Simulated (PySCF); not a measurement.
Potential energy of GaGe along the bond

Set-up: Ga pcseg-1, Ge pcseg-1; no relativity (PySCF 2.14). Energies in eV from Ga + Ge in their ground configurations at the same level. State: ⁴Σ⁻ (quartet), unpaired electrons σ ↑, π ↑↑.

All columns are PBE0. A positive dipole means Ga(−)Ge(+).

| R (Å) | E (eV) | μ (D) | Mulliken charge on Ga (basis-dependent) | HOMO (eV) | LUMO (eV) | Mayer bond order | ⟨S²⟩ |
| --- | --- | --- | --- | --- | --- | --- | --- |
| 2.135 | -1.811 | -0.72 | 0.14 | -5.66 | -3.09 | 1.70 | 3.75 |
| 2.235 | -2.160 | -0.85 | 0.16 | -5.71 | -2.94 | 1.62 | 3.75 |
| 2.334 | -2.347 | -1.02 | 0.18 | -5.74 | -2.82 | 1.55 | 3.75 |
| 2.409 | -2.412 | -1.16 | 0.19 | -5.75 | -2.78 | 1.50 | 3.75 |
| 2.483 | -2.429 | -1.32 | 0.20 | -5.66 | -2.78 | 1.45 | 3.75 |
| 2.558 | -2.410 | -1.50 | 0.21 | -5.56 | -2.78 | 1.40 | 3.75 |
| 2.657 | -2.345 | -1.75 | 0.22 | -5.43 | -2.77 | 1.35 | 3.75 |
| 2.781 | -2.222 | -2.08 | 0.23 | -5.28 | -2.74 | 1.28 | 3.75 |
| 2.930 | -2.038 | -2.48 | 0.24 | -5.12 | -2.70 | 1.22 | 3.75 |
| 3.129 | -1.769 | -3.02 | 0.24 | -4.93 | -2.63 | 1.15 | 3.75 |

A fit through these points gives, at Re = 2.478 Å, μ = -1.31 D and dμ/dR = -2.24 D/Å; the reduced mass is 35.67 u.

How strong is the fundamental in the double-harmonic approximation, I = 42.26·(dμ/dR)²/μred km/mol?

I = 42.26·(-2.24)²/35.67 = 5.94 km/mol at PBE0.

Spin–orbit coupling is left out. The state was picked by a PBE0 search and need not be the measured ground state.
